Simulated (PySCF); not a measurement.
Br4Ti (SMILES [Br][Ti]([Br])([Br])[Br]), singlet, geometry from GFN2-xTB (such geometries of metal compounds can be far from the true shape), with bond 4-1 at 1.6 times its length; DF-HF/def2-SVP (PySCF).

Input for PySCF:
```python
from pyscf import gto, scf

mol = gto.M(
    atom='''
Ti    0.00000000   -0.00000000   -0.00000000
Br    1.83794983   -0.53139887   -1.35186813
Br    0.72230671    0.33639849    2.20297545
Br   -1.62476555    3.12846296   -1.27362296
Br   -1.54477807   -1.76028897   -0.05509298
''',
    basis='def2-svp',
    verbose=4,
)

mf = scf.RHF(mol)
mf.diis = False
mf.damp = 0.6
mf.diis_start_cycle = 200
mf.max_cycle = 150
mf = mf.density_fit(auxbasis='def2-universal-jkfit')
mf.kernel()
```

It wrote (shortened):

```
PySCF version 2.14.0

[INPUT] verbose = 4
[INPUT] num. atoms = 5
[INPUT] num. electrons = 162
[INPUT] charge = 0
[INPUT] spin (= nelec alpha-beta = 2S) = 0
[INPUT] symmetry False subgroup None
[INPUT] Mole.unit = angstrom
[INPUT] Symbol           X                Y                Z      unit          X                Y                Z       unit  Magmom
[INPUT]  1 Ti     0.000000000000   0.000000000000   0.000000000000 AA    0.000000000000   0.000000000000   0.000000000000 Bohr   0.0
[INPUT]  2 Br     1.837949830000  -0.531398870000  -1.351868130000 AA    3.473221809391  -1.004198327203  -2.554660522228 Bohr   0.0
[INPUT]  3 Br     0.722306710000   0.336398490000   2.202975450000 AA    1.364961859836   0.635701014817   4.163020259640 Bohr   0.0
[INPUT]  4 Br    -1.624765550000   3.128462960000  -1.273622960000 AA   -3.070361906128   5.911938185246  -2.406798580358 Bohr   0.0
[INPUT]  5 Br    -1.544778070000  -1.760288970000  -0.055092980000 AA   -2.919207475534  -3.326464053393  -0.104110643586 Bohr   0.0

nuclear repulsion = 1524.80511422437
number of shells = 59
number of NR pGTOs = 369
number of NR cGTOs = 159
basis = def2-svp
ecp = {}

******** <class 'pyscf.df.df_jk.DFRHF'> ********
method = DFRHF
initial guess = minao
damping factor = 0.6
level_shift factor = 0
DIIS disabled
SCF conv_tol = 1e-09
SCF conv_tol_grad = None
SCF max_cycles = 150
direct_scf = False
Set gradient conv threshold to 3.16228e-05
Initial guess from minao.
******** <class 'pyscf.df.df.DF'> ********
auxbasis = def2-universal-jkfit
init E= -11132.3221710461
  HOMO = -0.395423719798743  LUMO = -0.0342020775766043  gap/eV = 9.82934
cycle= 1 E= -11136.3261387553  delta_E=   -4  |g|= 0.942  |ddm|= 2.63
  HOMO = -0.347187082070964  LUMO = -0.201303282574322  gap/eV = 3.96970
cycle= 2 E= -11136.7455492845  delta_E= -0.419  |g|= 0.289  |ddm|= 1.21
  HOMO = -0.323069804668055  LUMO = -0.201257471228497  gap/eV = 3.31468
cycle= 3 E= -11136.779778092  delta_E= -0.0342  |g|= 0.153  |ddm|= 0.394
  HOMO = -0.318565661779221  LUMO = -0.151579374090377  gap/eV = 4.54393
cycle= 4 E= -11136.7868778917  delta_E= -0.0071  |g|= 0.0807  |ddm|= 0.178
  HOMO = -0.319451190753635  LUMO = -0.1340576138551  gap/eV = 5.04482
cycle= 5 E= -11136.7896501845  delta_E= -0.00277  |g|= 0.0575  |ddm|= 0.0898
  HOMO = -0.322640561977057  LUMO = -0.120089561445563  gap/eV = 5.51169
cycle= 6 E= -11136.7910668921  delta_E= -0.00142  |g|= 0.0415  |ddm|= 0.0662
  HOMO = -0.32594738878232  LUMO = -0.112238055719289  gap/eV = 5.81533
cycle= 7 E= -11136.7918863586  delta_E= -0.000819  |g|= 0.0315  |ddm|= 0.0477
  HOMO = -0.328919417387651  LUMO = -0.107373510907958  gap/eV = 6.02857
cycle= 8 E= -11136.7923922907  delta_E= -0.000506  |g|= 0.0246  |ddm|= 0.0363
  HOMO = -0.331418554392848  LUMO = -0.104464364349724  gap/eV = 6.17574
cycle= 9 E= -11136.7927197214  delta_E= -0.000327  |g|= 0.0196  |ddm|= 0.0281
  HOMO = -0.333476788595047  LUMO = -0.102738068201365  gap/eV = 6.27872
cycle= 10 E= -11136.7929394908  delta_E= -0.00022  |g|= 0.0159  |ddm|= 0.0222
  HOMO = -0.334707267604606  LUMO = -0.101741297474958  gap/eV = 6.33933
cycle= 11 E= -11136.7930912357  delta_E= -0.000152  |g|= 0.013  |ddm|= 0.0179
  HOMO = -0.335231768772933  LUMO = -0.101192143027903  gap/eV = 6.36854
cycle= 12 E= -11136.7931983198  delta_E= -0.000107  |g|= 0.0108  |ddm|= 0.0147
  HOMO = -0.335676568662336  LUMO = -0.100916870690594  gap/eV = 6.38814
cycle= 13 E= -11136.7932751509  delta_E= -7.68e-05  |g|= 0.00909  |ddm|= 0.0122
  HOMO = -0.336054289710571  LUMO = -0.100807877215096  gap/eV = 6.40138
cycle= 14 E= -11136.7933309707  delta_E= -5.58e-05  |g|= 0.00768  |ddm|= 0.0102
  HOMO = -0.3363763499465  LUMO = -0.100798415856552  gap/eV = 6.41040
cycle= 15 E= -11136.7933719103  delta_E= -4.09e-05  |g|= 0.00652  |ddm|= 0.00868
  HOMO = -0.33665231194027  LUMO = -0.100847031002427  gap/eV = 6.41659
cycle= 16 E= -11136.7934021528  delta_E= -3.02e-05  |g|= 0.00557  |ddm|= 0.00741
  HOMO = -0.336889943854843  LUMO = -0.100927981908478  gap/eV = 6.42085
cycle= 17 E= -11136.7934246174  delta_E= -2.25e-05  |g|= 0.00477  |ddm|= 0.00636
  HOMO = -0.337095497612666  LUMO = -0.101025326807095  gap/eV = 6.42380
cycle= 18 E= -11136.7934413777  delta_E= -1.68e-05  |g|= 0.0041  |ddm|= 0.00548
  HOMO = -0.337274011984311  LUMO = -0.101129255597276  gap/eV = 6.42583
cycle= 19 E= -11136.793453927  delta_E= -1.25e-05  |g|= 0.00353  |ddm|= 0.00474
  HOMO = -0.337429575735113  LUMO = -0.101233807307692  gap/eV = 6.42721
cycle= 20 E= -11136.7934633518  delta_E= -9.42e-06  |g|= 0.00305  |ddm|= 0.00411
  HOMO = -0.337565537204267  LUMO = -0.101335443246892  gap/eV = 6.42815
cycle= 21 E= -11136.7934704492  delta_E= -7.1e-06  |g|= 0.00264  |ddm|= 0.00357
  HOMO = -0.337684665066662  LUMO = -0.101432150871599  gap/eV = 6.42876
cycle= 22 E= -11136.793475807  delta_E= -5.36e-06  |g|= 0.00228  |ddm|= 0.0031
  HOMO = -0.337789269912344  LUMO = -0.101522878212433  gap/eV = 6.42914
cycle= 23 E= -11136.7934798612  delta_E= -4.05e-06  |g|= 0.00198  |ddm|= 0.0027
  HOMO = -0.337881296098016  LUMO = -0.101607175162051  gap/eV = 6.42935
cycle= 24 E= -11136.7934829361  delta_E= -3.07e-06  |g|= 0.00172  |ddm|= 0.00236
  HOMO = -0.337962391612258  LUMO = -0.10168496490132  gap/eV = 6.42944
cycle= 25 E= -11136.7934852737  delta_E= -2.34e-06  |g|= 0.0015  |ddm|= 0.00206
  HOMO = -0.33803396182061  LUMO = -0.101756397663094  gap/eV = 6.42944
cycle= 26 E= -11136.793487055  delta_E= -1.78e-06  |g|= 0.0013  |ddm|= 0.0018
  HOMO = -0.338097211372774  LUMO = -0.101821756912726  gap/eV = 6.42938
cycle= 27 E= -11136.7934884157  delta_E= -1.36e-06  |g|= 0.00114  |ddm|= 0.00158
  HOMO = -0.338153177343563  LUMO = -0.10188139910862  gap/eV = 6.42928
cycle= 28 E= -11136.7934894578  delta_E= -1.04e-06  |g|= 0.000993  |ddm|= 0.00138
  HOMO = -0.338202755801738  LUMO = -0.101935715115844  gap/eV = 6.42915
cycle= 29 E= -11136.793490258  delta_E= -8e-07  |g|= 0.000869  |ddm|= 0.00121
  HOMO = -0.338246723378264  LUMO = -0.101985105667159  gap/eV = 6.42901
cycle= 30 E= -11136.7934908741  delta_E= -6.16e-07  |g|= 0.000762  |ddm|= 0.00107
  HOMO = -0.338285754970944  LUMO = -0.102029965988326  gap/eV = 6.42885
cycle= 31 E= -11136.7934913498  delta_E= -4.76e-07  |g|= 0.000669  |ddm|= 0.000939
  HOMO = -0.338320438417858  LUMO = -0.102070676427663  gap/eV = 6.42868
cycle= 32 E= -11136.7934917181  delta_E= -3.68e-07  |g|= 0.000588  |ddm|= 0.000827
  HOMO = -0.338351286759157  LUMO = -0.102107597029475  gap/eV = 6.42852
cycle= 33 E= -11136.7934920043  delta_E= -2.86e-07  |g|= 0.000518  |ddm|= 0.00073
  HOMO = -0.338378748555213  LUMO = -0.102141064697182  gap/eV = 6.42835
cycle= 34 E= -11136.7934922272  delta_E= -2.23e-07  |g|= 0.000457  |ddm|= 0.000645
  HOMO = -0.338403216620314  LUMO = -0.102171392048811  gap/eV = 6.42820
cycle= 35 E= -11136.7934924014  delta_E= -1.74e-07  |g|= 0.000404  |ddm|= 0.000571
  HOMO = -0.338425035452573  LUMO = -0.102198867368303  gap/eV = 6.42804
cycle= 36 E= -11136.793492538  delta_E= -1.37e-07  |g|= 0.000357  |ddm|= 0.000506
  HOMO = -0.338444507581259  LUMO = -0.102223755250385  gap/eV = 6.42789
cycle= 37 E= -11136.7934926454  delta_E= -1.07e-07  |g|= 0.000317  |ddm|= 0.000449
  HOMO = -0.338461899009684  LUMO = -0.102246297671273  gap/eV = 6.42775
cycle= 38 E= -11136.7934927302  delta_E= -8.47e-08  |g|= 0.000282  |ddm|= 0.000399
  HOMO = -0.33847744389641  LUMO = -0.102266715302074  gap/eV = 6.42762
cycle= 39 E= -11136.7934927972  delta_E= -6.71e-08  |g|= 0.000251  |ddm|= 0.000355
  HOMO = -0.33849134859335  LUMO = -0.102285208943967  gap/eV = 6.42750
cycle= 40 E= -11136.7934928505  delta_E= -5.32e-08  |g|= 0.000223  |ddm|= 0.000317
  HOMO = -0.33850379513671  LUMO = -0.102301961003339  gap/eV = 6.42738
cycle= 41 E= -11136.7934928929  delta_E= -4.24e-08  |g|= 0.0002  |ddm|= 0.000282
  HOMO = -0.338514944271987  LUMO = -0.102317136953039  gap/eV = 6.42727
cycle= 42 E= -11136.7934929267  delta_E= -3.38e-08  |g|= 0.000178  |ddm|= 0.000252
  HOMO = -0.338524938079457  LUMO = -0.102330886745867  gap/eV = 6.42717
cycle= 43 E= -11136.7934929539  delta_E= -2.72e-08  |g|= 0.00016  |ddm|= 0.000226
  HOMO = -0.338533902257691  LUMO = -0.102343346158614  gap/eV = 6.42707
cycle= 44 E= -11136.7934929756  delta_E= -2.18e-08  |g|= 0.000143  |ddm|= 0.000202
  HOMO = -0.338541948111852  LUMO = -0.102354638054861  gap/eV = 6.42698
cycle= 45 E= -11136.7934929932  delta_E= -1.76e-08  |g|= 0.000129  |ddm|= 0.000181
  HOMO = -0.338549174287925  LUMO = -0.102364873560499  gap/eV = 6.42690
cycle= 46 E= -11136.7934930073  delta_E= -1.41e-08  |g|= 0.000116  |ddm|= 0.000163
  HOMO = -0.338555668287033  LUMO = -0.102374153150707  gap/eV = 6.42683
cycle= 47 E= -11136.7934930188  delta_E= -1.15e-08  |g|= 0.000104  |ddm|= 0.000146
  HOMO = -0.338561507789366  LUMO = -0.10238256764914  gap/eV = 6.42676
cycle= 48 E= -11136.7934930281  delta_E= -9.28e-09  |g|= 9.42e-05  |ddm|= 0.000132
  HOMO = -0.33856676181308  LUMO = -0.102390199143223  gap/eV = 6.42669
cycle= 49 E= -11136.7934930357  delta_E= -7.57e-09  |g|= 8.5e-05  |ddm|= 0.000119
  HOMO = -0.338571491729501  LUMO = -0.102397121818802  gap/eV = 6.42663
cycle= 50 E= -11136.7934930418  delta_E= -6.16e-09  |g|= 7.68e-05  |ddm|= 0.000107
  HOMO = -0.338575752153718  LUMO = -0.102403402720502  gap/eV = 6.42658
cycle= 51 E= -11136.7934930469  delta_E= -5.03e-09  |g|= 6.95e-05  |ddm|= 9.65e-05
  HOMO = -0.338579591726154  LUMO = -0.102409102441218  gap/eV = 6.42653
cycle= 52 E= -11136.793493051  delta_E= -4.1e-09  |g|= 6.29e-05  |ddm|= 8.71e-05
  HOMO = -0.338583053799583  LUMO = -0.102414275747972  gap/eV = 6.42648
cycle= 53 E= -11136.7934930543  delta_E= -3.34e-09  |g|= 5.7e-05  |ddm|= 7.87e-05
  HOMO = -0.338586177043084  LUMO = -0.102418972147988  gap/eV = 6.42644
cycle= 54 E= -11136.793493057  delta_E= -2.73e-09  |g|= 5.17e-05  |ddm|= 7.12e-05
  HOMO = -0.338588995973833  LUMO = -0.10242323640033  gap/eV = 6.42640
cycle= 55 E= -11136.7934930594  delta_E= -2.34e-09  |g|= 4.69e-05  |ddm|= 6.44e-05
  HOMO = -0.338591541425456  LUMO = -0.102427108978762  gap/eV = 6.42636
cycle= 56 E= -11136.7934930612  delta_E= -1.86e-09  |g|= 4.26e-05  |ddm|= 5.83e-05
  HOMO = -0.338593840960946  LUMO = -0.102430626488801  gap/eV = 6.42633
cycle= 57 E= -11136.7934930627  delta_E= -1.48e-09  |g|= 3.87e-05  |ddm|= 5.28e-05
  HOMO = -0.338595919237132  LUMO = -0.102433822044562  gap/eV = 6.42630
cycle= 58 E= -11136.793493064  delta_E= -1.27e-09  |g|= 3.52e-05  |ddm|= 4.79e-05
  HOMO = -0.338597798326393  LUMO = -0.102436725608413  gap/eV = 6.42627
cycle= 59 E= -11136.7934930651  delta_E= -1.07e-09  |g|= 3.2e-05  |ddm|= 4.34e-05
  HOMO = -0.338599498001105  LUMO = -0.102439364297122  gap/eV = 6.42624
cycle= 60 E= -11136.7934930659  delta_E= -8.26e-10  |g|= 2.91e-05  |ddm|= 3.94e-05
  HOMO = -0.338603343058696  LUMO = -0.102445360073285  gap/eV = 6.42619
Extra cycle  E= -11136.7934930676  delta_E= -1.67e-09  |g|= 2.25e-05  |ddm|= 8.94e-05
converged SCF energy = -11136.7934930676
```
